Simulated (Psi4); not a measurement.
aminoborane (H4BN), singlet, geometry from GFN2-xTB; PBE/6-311G** run with Psi4 1.11.

Here is a job for Psi4.
```
memory 2 GB

molecule {
0 1
  B    -0.77307193    0.03810398   -0.00610888
  N     0.60276472   -0.02970970    0.00476310
  H    -1.38946287   -0.95786383   -0.02622734
  H    -1.28877919    1.08987185    0.00506365
  H     1.20319210    0.77796860    0.02194645
  H     1.12105659   -0.89252861   -0.00358004
}

set basis 6-311g**
set scf_type pk
set puream true
set d_convergence 1e-8
set dft_radial_points 99
set dft_spherical_points 590

energy('pbe')
print_variables()
```

Question: What does Psi4 print? Leave out banner, timings and long lists.

Answer: 
```
   => Loading Basis Set <=

    Name: 6-311G**
    Role: ORBITAL
    Keyword: BASIS

         ---------------------------------------------------------
                                   SCF
               by Justin Turney, Rob Parrish, Andy Simmonett
                          and Daniel G. A. Smith
                              RKS Reference
         ---------------------------------------------------------

  ==> Geometry <==

    Molecular point group: c1
    Full point group: C1

    Geometry (in Angstrom), charge = 0, multiplicity = 1:

       Center              X                  Y                   Z               Mass
    ------------   -----------------  -----------------  -----------------  -----------------
         B           -0.758363416885     0.037379011087    -0.005992653255    11.009305360000
         N            0.617473233115    -0.030434668913     0.004879326745    14.003074004430
         H           -1.374754356885    -0.958588798913    -0.026111113255     1.007825032230
         H           -1.274070676885     1.089146881087     0.005179876745     1.007825032230
         H            1.217900613115     0.777243631087     0.022062676745     1.007825032230
         H            1.135765103115    -0.893253578913    -0.003463813255     1.007825032230

  Running in c1 symmetry.

  Rotational constants: A =      4.77750  B =      0.93432  C =      0.78149 [cm^-1]
  Rotational constants: A = 143225.89889  B =  28010.32712  C =  23428.47874 [MHz]
  Nuclear repulsion =   32.535521093440920

  Charge       = 0
  Multiplicity = 1
  Electrons    = 16
  Nalpha       = 8
  Nbeta        = 8

  ==> Algorithm <==

  SCF Algorithm Type is PK.
  DIIS enabled.
  MOM disabled.
  Fractional occupation disabled.
  Guess Type is SAD.
  Energy threshold   = 1.00e-06
  Density threshold  = 1.00e-08
  Integral threshold = 1.00e-12

  ==> Primary Basis <==

  Basis Set: 6-311G**
    Blend: 6-311G**
    Number of shells: 32
    Number of basis functions: 60
    Number of Cartesian functions: 62
    Spherical Harmonics?: true
    Max angular momentum: 2

  ==> DFT Potential <==

   => LibXC <=

    Version 7.1.2
    S. Lehtola, C. Steigemann, M. J. T. Oliveira, and M. A. L. Marques,  SoftwareX 7, 1–5 (2018) (10.1016/j.softx.2017.11.002)

   => Composite Functional: PBE <=

    PBE GGA Exchange-Correlation Functional

    J.P. Perdew et. al., Phys. Rev. Lett., 77(18), 3865-3868, 1996

    Deriv               =              1
    GGA                 =           TRUE
    Meta                =          FALSE

    Exchange Hybrid     =          FALSE
    MP2 Hybrid          =          FALSE

   => Exchange Functionals <=

    1.0000     XC_GGA_X_PBE

   => Correlation Functionals <=

    1.0000     XC_GGA_C_PBE

   => LibXC Density Thresholds  <==

    XC_GGA_C_PBE:  1.00E-12
    XC_GGA_X_PBE:  1.00E-15

   => Molecular Quadrature <=

    Radial Scheme          =       TREUTLER
    Pruning Scheme         =           NONE
    Nuclear Scheme         =       TREUTLER

    Blocking Scheme        =         OCTREE
    BS radius alpha        =              1
    Pruning alpha          =              1
    Radial Points          =             99
    Spherical Points       =            590
    Total Points           =         334803
    Total Blocks           =           2451
    Max Points             =            256
    Max Functions          =             60
    Weights Tolerance      =       1.00E-15

  ==> Integral Setup <==

  Using in-core PK algorithm.
   Calculation information:
      Number of atoms:                   6
      Number of AO shells:              32
      Number of primitives:             58
      Number of atomic orbitals:        62
      Number of basis functions:        60

      Integral cutoff                 1.00e-12
      Number of threads:                 1

  Performing in-core PK
  Using 3350730 doubles for integral storage.
  We computed 139427 shell quartets total.
  Whereas there are 139656 unique shell quartets.

  ==> DiskJK: Disk-Based J/K Matrices <==

    J tasked:                  Yes
    K tasked:                   No
    wK tasked:                  No
    Schwarz Cutoff:          1E-12

  Minimum eigenvalue in the overlap matrix is 7.4129379330E-03.
  Reciprocal condition number of the overlap matrix is 1.3164254762E-03.
    Using symmetric orthogonalization.

  ==> Pre-Iterations <==

  SCF Guess: Superposition of Atomic Densities via on-the-fly atomic UHF (no occupation information).

   -------------------------
    Irrep   Nso     Nmo
   -------------------------
     A         60      60
   -------------------------
    Total      60      60
   -------------------------

  ==> Iterations <==

                        Total Energy        Delta E     RMS |[F,P]|

   @RKS iter SAD:   -81.41290794172085   -8.14129e+01   0.00000e+00
   @RKS iter   1:   -81.60165958378694   -1.88752e-01   1.44493e-02 ADIIS/DIIS
   @RKS iter   2:   -80.85414141804766    7.47518e-01   2.33214e-02 ADIIS/DIIS
   @RKS iter   3:   -81.91167971761837   -1.05754e+00   3.37698e-03 ADIIS/DIIS
   @RKS iter   4:   -81.93240225811763   -2.07225e-02   1.75024e-03 ADIIS/DIIS
   @RKS iter   5:   -81.93886020876418   -6.45795e-03   1.38801e-04 ADIIS/DIIS
   @RKS iter   6:   -81.93890841736838   -4.82086e-05   1.41896e-05 DIIS
   @RKS iter   7:   -81.93890896129035   -5.43922e-07   1.87199e-06 DIIS
   @RKS iter   8:   -81.93890897143913   -1.01488e-08   1.57268e-07 DIIS
   @RKS iter   9:   -81.93890897149683   -5.76961e-11   2.43206e-08 DIIS
   @RKS iter  10:   -81.93890897149805   -1.22213e-12   3.34663e-09 DIIS
  Energy and wave function converged.

  ==> Post-Iterations <==

   Electrons on quadrature grid:
      Ntotal   =   16.0000000116 ; deviation = 1.160e-08

    Orbital Energies [Eh]
    ---------------------

    Doubly Occupied:

       1A    -13.980920     2A     -6.469847     3A     -0.796254
       4A     -0.474115     5A     -0.464943     6A     -0.345175
       7A     -0.274878     8A     -0.265677

    Virtual:

       9A     -0.017708    10A      0.021912    11A      0.066044
      12A      0.105467    13A      0.156408    14A      0.166822
      15A      0.248703    16A      0.257633    17A      0.280717
      18A      0.339564    19A      0.420371    20A      0.439412
      21A      0.521608    22A      0.567196    23A      0.589677
      24A      0.645603    25A      0.724977    26A      0.820587
      27A      0.855117    28A      0.879103    29A      1.019877
      30A      1.099961    31A      1.124203    32A      1.230716
      33A      1.501283    34A      1.527835    35A      1.563429
      36A      1.617538    37A      1.624147    38A      1.706924
      39A      1.799606    40A      1.827079    41A      1.881804
      42A      1.923399    43A      2.039380    44A      2.073076
      45A      2.242315    46A      2.351245    47A      2.379934
      48A      2.417118    49A      2.481410    50A      2.608577
      51A      2.692129    52A      2.704723    53A      2.749359
      54A      2.905323    55A      3.195889    56A      3.620039
      57A      4.571426    58A      4.642395    59A     14.477006
      60A     35.262931

    Final Occupation by Irrep:
              A
    DOCC [     8 ]
    NA   [     8 ]
    NB   [     8 ]

  @RKS Final Energy:   -81.93890897149805

   => Energetics <=

    Nuclear Repulsion Energy =             32.5355210934409200
    One-Electron Energy =                -173.9500168591626448
    Two-Electron Energy =                  71.8542817649612573
    DFT Exchange-Correlation Energy =     -12.3786949707375964
    Empirical Dispersion Energy =           0.0000000000000000
    VV10 Nonlocal Energy =                  0.0000000000000000
    Total Energy =                        -81.9389089714980514

Computation Completed

Properties will be evaluated at   0.000000,   0.000000,   0.000000 [a0]

Properties computed using the SCF density matrix

 Multipole Moments:

 ------------------------------------------------------------------------------------
     Multipole            Electronic (a.u.)      Nuclear  (a.u.)        Total (a.u.)
 ------------------------------------------------------------------------------------

 L = 1.  Multiply by 2.5417464519 to convert [e a0] to [Debye]
 Dipole X            :          0.4215990            0.4447210            0.8663200
 Dipole Y            :         -0.0207802           -0.0219199           -0.0427001
 Dipole Z            :          0.0033315            0.0035142            0.0068457
 Magnitude           :                                                    0.8673987

 ------------------------------------------------------------------------------------

  Variable Map:
  ----------------------------------------------------------------------------
  "CURRENT ENERGY"              =>     -81.938908971498
  "CURRENT REFERENCE ENERGY"    =>     -81.938908971498
  "DD SOLVATION ENERGY"         =>       0.000000000000
  "DFT FUNCTIONAL TOTAL ENERGY" =>     -81.938908971498
  "DFT TOTAL ENERGY"            =>     -81.938908971498
  "DFT VV10 ENERGY"             =>       0.000000000000
  "DFT XC ENERGY"               =>     -12.378694970738
  "GRID ELECTRONS ALPHA"        =>       8.000000005800
  "GRID ELECTRONS BETA"         =>       8.000000005800
  "GRID ELECTRONS TOTAL"        =>      16.000000011601
  "NUCLEAR REPULSION ENERGY"    =>      32.535521093441
  "ONE-ELECTRON ENERGY"         =>    -173.950016859163
  "PCM POLARIZATION ENERGY"     =>       0.000000000000
  "PE ENERGY"                   =>       0.000000000000
  "SCF ITERATION ENERGY"        =>     -81.938908971498
  "SCF ITERATIONS"              =>      10.000000000000
  "SCF TOTAL ENERGY"            =>     -81.938908971498
  "TWO-ELECTRON ENERGY"         =>      71.854281764961
  "XC GRID RADIAL POINTS"       =>      99.000000000000
  "XC GRID SPHERICAL POINTS"    =>     590.000000000000
  "XC GRID TOTAL POINTS"        =>  334803.000000000000

  Array Variable Map:
  ----------------------------------------------------------------------------
  "CURRENT DIPOLE"              =>       0.866320024707 ... 0.006845730605 1 by 3
  "SCF DIPOLE"                  =>       0.866320024707 ... 0.006845730605 1 by 3
  "SCF TOTAL ENERGIES"          =>     -81.412907941721 ... -81.938908971498 1 by 11
```
